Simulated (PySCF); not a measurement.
Consider (H4K2N2). Coordinates in Å; atoms count from 1 in this order:
```
K     0.1433   -0.0905    1.7950
N     0.2170   -1.9187   -0.1197
K    -0.1692    0.0920   -1.8025
N    -0.2142    1.9229    0.1069
H     1.0974   -2.4610   -0.2255
H    -0.4793   -2.6896   -0.1035
H     0.5026    2.6749    0.0860
H    -1.0790    2.4890    0.2154
```

Level of theory: ωB97X-D3(BJ)/ma-def2-SVP single points in PySCF, grid level 2; every species was optimised with BP86-D3(BJ)/def2-SVP. Zero-point and thermal terms (298.15 K, 1 bar) come from unscaled GFN2-xTB harmonic frequencies, with soft modes damped to free rotors in the entropy. These were taken at the GFN2-xTB minima.

**Question.** What are the vertical and the adiabatic ionisation energy for forming the radical cation?

**Answer.** 6.50 eV vertical and 6.51 eV adiabatic, the latter with zero-point energy, which puts it above the vertical value.

**Question.** What oxidation potential follows in DMF (IEF-PCM), on the absolute scale?

**Answer.** In the gas phase ΔG of oxidation is 6.474 eV, and solvation is -30.9 kJ/mol for the parent and -166.7 kJ/mol for the product, so the absolute potential is 5.07 V. The solvent is electrostatics only, on gas-phase structures; the absolute scale refers to an electron at rest in vacuum.

**Question.** How far is −ε(HOMO) from the vertical value by ΔSCF?

**Answer.** −ε(HOMO) = 6.59 eV, which is 0.09 eV above the ΔSCF value.

Known limits: ma-def2-SVP is a small basis, whose errors can reach tens of kJ/mol; spin-orbit coupling is left out of the energies, which matters for open shells on the heavier atoms.
